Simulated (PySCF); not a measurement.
Atoms are numbered as in `[SiH3:1][O:2][C:3]1=[CH:4][O:5][CH:6]=[CH:7]/[C:8]1=[CH:9]/[Cl:10]`; H(Xn) means a hydrogen on atom n.

PySCF 2.14 calculation with structure optimised with GFN2-xTB and PBE0/pcSseg-1 with gauge-including orbitals; equivalent nuclei averaged, gas phase, non-relativistic Hamiltonian, one computed conformer.

Referencing at the same level of theory: ¹³C and ¹H and ²⁹Si vs TMS; ¹⁷O against H2O; ³⁵Cl vs HCl.

```tsv
atoms	nucleus	count	Hirshfeld charge	δ (ppm)
H(C6)	¹H	1	0.07	6.54
H(C9)	¹H	1	0.05	?
H(C4)	¹H	1	0.06	6.37
O2	¹⁷O	1	-0.18	68.0
C7	¹³C	1	-0.07	115.4
H(Si1)	¹H	3	-0.07	?
Cl10	³⁵Cl	1	-0.04	171
C3	¹³C	1	0.06	148.5
C8	¹³C	1	-0.03	132.4
C6	¹³C	1	0.03	147.1
O5	¹⁷O	1	-0.08	?
H(C7)	¹H	1	0.06	5.68
C4	¹³C	1	0.00	?
C9	¹³C	1	-0.07	112.4
Si1	²⁹Si	1	0.39	?
```

Complete the table.

Results:


- C4: 134.0 ppm, alkene carbon bearing oxygen; as expected for a trigonal carbon in a double bond
- H(C9): 5.39 ppm, hydrogen on an alkene CH; olefinic region
- H(Si1): 5.01 ppm, hydrogen on a silicon bonded to O
- Si1: -46.5 ppm, silicon bonded to O, 3 H
- O5: 181.7 ppm, ether oxygen

Carbons that carry Cl, above all several Cl atoms, come out too deshielded, partly because spin–orbit coupling is missing. Shifts are as computed. Against solution values, carbons near 30 ppm lie about +3 ppm off and those near 130 ppm about +5 ppm; carbons on Cl a further +6 ppm. Of 1309 compounds with measured shifts, 239 miss one by over three times the rms of a fit or turn the order of signals round; such compounds aren't used in these exercises. Experimental scales use liquid or dissolved standards, which lie at an offset from isolated H2O (liquid H2O: subtract about 36 ppm).
